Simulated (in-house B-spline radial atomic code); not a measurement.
Computed with a B-spline radial atomic code. Model: two electrons, singlet ground state, non-relativistic, full CI in B-splines with partial waves to l = 8 (at full coupling up to 3e-4 hartree above the limit, correlation up to 0.6 % small), density held at that of full coupling by Lieb maximisation.

Along the adiabatic connection the electron repulsion is scaled by a coupling λ while a local potential keeps the density fixed. At λ = 0 the system is the Kohn-Sham one and W equals the exchange energy; the exchange-correlation energy is the area under W between 0 and 1. The kinetic energy rises with λ as the electrons avoid each other, with dT/dλ = −λ dW/dλ.

Command:
```bash
python run_ac.py task.json out
```
Settings (lengths in bohr, energies in hartree):
```
potential              yukawa
strength               2.03
lmax                   8
second                 0.544
```

Time taken, with all properties: 80 s on 1 thread of Intel(R) Xeon(R) Processor @ 2.30GHz, with other jobs on the host.

**W = mean repulsion less Hartree energy, and W of three functionals.**

Given: confinement screened point charge; nuclear charge 2.03; screening of the nucleus 0.544 1/bohr; external potential -Z exp(-k r)/r.

Computed: PBE exchange minus exact 0.95488 millihartree; SCAN exchange minus exact -10.343 millihartree.

| coupling | W xc (hartree) | W xc minus exchange (millihartree) | kinetic minus Kohn-Sham (millihartree) | LDA (PW92) W minus its exchange (millihartree) | PBE W minus its exchange (millihartree) | SCAN W minus its exchange (millihartree) |
| --- | --- | --- | --- | --- | --- | --- |
| 0 | -0.93873 | 0 | 0 | 0 | 0 | 0 |
| 0.02 | ? | ? | ? | ? | ? | ? |
| 0.05 | -0.94376 | -5.033 | 0.13 | -23.61 | -4.14 | -4.43 |
| 0.12 | ? | ? | ? | ? | ? | ? |
| 0.25 | -0.96267 | -23.944 | 2.93 | -74.37 | -20.76 | -20.58 |
| 0.4 | -0.97568 | -36.958 | 7.15 | -100.76 | -32.68 | -31.51 |
| 0.6 | -0.99166 | -52.933 | 15.11 | -129.1 | -47.65 | -44.87 |
| 0.8 | -1.0062 | -67.512 | 25.29 | -152.56 | -61.57 | -57.07 |
| 1 | -1.0196 | -80.86 | 37.29 | -172.71 | -74.51 | -68.3 |
| 1.4 | -1.0431 | -104.41 | 65.42 | -206.2 | -97.79 | -88.32 |
| 2 | -1.0722 | -133.47 | 114.48 | -245.37 | -127.41 | -113.64 |
| 3 | -1.1088 | -170.08 | 205 | -293.41 | -166.55 | -146.92 |
| 4.5 | -1.1466 | -207.86 | 344.73 | -343.51 | -209.83 | -183.33 |
| 7 | -1.1858 | -247.03 | 565.61 | -398.11 | -259.04 | -223.54 |

Question: What belongs in the row 0.02?

Answer: W xc (hartree): -0.94076; W xc minus exchange (millihartree): -2.029; kinetic minus Kohn-Sham (millihartree): 0.02; LDA (PW92) W minus its exchange (millihartree): -11.6; PBE W minus its exchange (millihartree): -1.64; SCAN W minus its exchange (millihartree): -1.8.

Question: What belongs in the row 0.12?

Answer: W xc (hartree): -0.9506; W xc minus exchange (millihartree): -11.868; kinetic minus Kohn-Sham (millihartree): 0.7; LDA (PW92) W minus its exchange (millihartree): -44.9; PBE W minus its exchange (millihartree): -10.01; SCAN W minus its exchange (millihartree): -10.32.

Question: What is the LDA exchange minus exact?

Answer: 124.47 millihartree.

**Energy parts, natural occupations and partial-wave weights.**

Computed: total energy -1.2621 hartree; exchange energy -0.93873 hartree; correlation energy -0.043572 hartree; kinetic part of the DFT correlation energy 0.037288 hartree; initial slope twice GL2 -0.10196 hartree; Hartree energy 1.8775 hartree; Lieb Oxford ratio E_xc over LDA exchange 1.2064.

```json
{"natural": "s", "occupation of the shell (electrons)": "1.9787"}
{"natural": "s", "occupation of the shell (electrons)": "0.012527"}
{"natural": "p", "occupation of the shell (electrons)": "0.0078416"}
{"natural": "d", "occupation of the shell (electrons)": "0.00032581"}
{"natural": "p", "occupation of the shell (electrons)": "?"}
{"natural": "s", "occupation of the shell (electrons)": "0.00020262"}
```

Question: What belongs in the row p?

Answer: occupation of the shell (electrons): 0.00028017.

| wave | weight |
| --- | --- |
| s | 0.99571 |
| p | 0.0040748 |
| d | ? |
| f | 2.4994e-05 |
| g | 5.6885e-06 |

Question: What belongs in the row d?

Answer: weight: 0.00018383.

Question: What is the kinetic part over minus potential part?

Answer: 0.46115.

Question: What is the Kohn-Sham kinetic?

Answer: 2.5591 hartree.

Half-way to full coupling W has made 56 % of its drop, against 50 % for a straight line, and second-order (GL2) theory, half the initial slope, overshoots the correlation energy by about 17 %: a moderate bend, as in light atoms. Over couplings 0 to 1 the errors in E_xc come to about +60 millihartree for LDA, +5.3 millihartree for PBE, -3.8 millihartree for SCAN, so SCAN is nearest. In LDA and SCAN the errors of exchange and correlation have opposite signs, so the sum is smaller than the larger of the two.
